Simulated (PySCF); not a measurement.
**From computed data to an observable: chemical shift, span and skew from a shielding tensor**

B(OH)2(OSiH3) (BH5O3Si), SMILES OB(O[SiH3])O. Atoms are numbered in the order given.

```xyz
10

B      0.0461    -0.9557     0.0000
O      0.8299    -2.0716     0.0000
H      0.3525    -2.9035     0.0000
O     -1.3260    -0.9600     0.0000
H     -1.7457    -1.8228     0.0000
O      0.6736     0.2507     0.0000
Si     0.0155     1.7854     0.0000
H     -0.8165     2.0084    -1.2190
H     -0.8165     2.0084     1.2190
H      1.1584     2.7396     0.0000
```
Charge 0, spin multiplicity 1.

Coordinates come from a PBE0-D3(BJ)/def2-SVP optimisation. One conformer was computed; it need not be the lowest.

GIAO shieldings from PBE/pcSseg-1 (PySCF), non-relativistic, no solvent. The symmetric part of the tensor of Si7 has the principal values 323.8, 336.5, 454.5 ppm. The same nucleus in TMS has σ = 335.4 ppm at this level (PySCF, at its B3LYP-D3(BJ)/def2-TZVP geometry).

Work out the isotropic shielding, the ²⁹Si shift against TMS, the span and the skew.


σ(iso) = (σ11 + σ22 + σ33)/3 = 371.6 ppm. δ = σ(ref) − σ(iso) = 335.4 − (371.6) = -36.2 ppm.
Span Ω = σ33 − σ11 = 130.7 ppm. Skew κ = 3(σ(iso) − σ22)/Ω = 0.81. Tumbling in solution averages the tensor to δ; in a static solid the shielding alone would spread this spin-1/2 line over Ω.
